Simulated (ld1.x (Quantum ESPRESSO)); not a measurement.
# u(r) = r·R(r): atom against pseudo-atom (Ag (Z = 47))

Columns: radius, all-electron u(r) and pseudo u(r) of the 5s shell (level -4.40 eV) of silver in the configuration [Kr] 4d10 5s1 5p0; PBE, scalar-relativistic, PAW scheme, ld1.x (Quantum ESPRESSO) 7.5.

| r (bohr) | all-electron | pseudo |
| --- | --- | --- |
| 0.230 | 0.1461 | 0.0673 |
| 0.460 | -0.0558 | 0.1358 |
| 0.690 | -0.2662 | 0.2063 |
| 0.920 | -0.1728 | 0.2784 |
| 1.150 | 0.0398 | 0.3509 |
| 1.380 | 0.2458 | 0.4211 |
| 1.610 | 0.4041 | 0.4857 |
| 1.840 | 0.5113 | 0.5406 |
| 2.070 | 0.5756 | 0.5823 |
| 2.300 | 0.6071 | 0.6075 |
| 2.530 | 0.6145 | 0.6145 |
| 2.760 | 0.6048 | 0.6048 |
| 2.990 | 0.5835 | 0.5835 |
| 3.220 | 0.5546 | 0.5546 |
| 3.450 | 0.5212 | 0.5212 |
| 3.680 | 0.4853 | 0.4853 |
| 3.910 | 0.4487 | 0.4487 |
| 4.140 | 0.4124 | 0.4124 |
| 4.370 | 0.3772 | 0.3772 |
| 4.600 | 0.3436 | 0.3436 |
| 4.830 | 0.3120 | 0.3120 |
| 5.060 | 0.2824 | 0.2824 |
| 5.290 | 0.2549 | 0.2549 |
| 5.520 | 0.2296 | 0.2296 |
| 5.750 | 0.2063 | 0.2063 |
| 5.980 | 0.1850 | 0.1850 |

Task: How many radial nodes do the two functions have?

Result: The all-electron 5s function has n − l − 1 = 4 (the table is too coarse to show those close to the nucleus); the pseudo-wave has 0, since the states of the same l below it are removed with the core.

Task: At about which radius was the pseudo-wave matched?

Result: 2.45 bohr, where the columns begin to agree (steps of 0.23 bohr).

Task: Where does each function peak?

Result: Outermost all-electron maximum near 2.53 bohr, pseudo maximum near 2.53 bohr (to the table’s step).

Task: Is the pseudo-wave norm-conserving?

Result: No, it belongs to a PAW set: the norm inside the radius is not constrained, and the difference is carried by the augmentation charge.
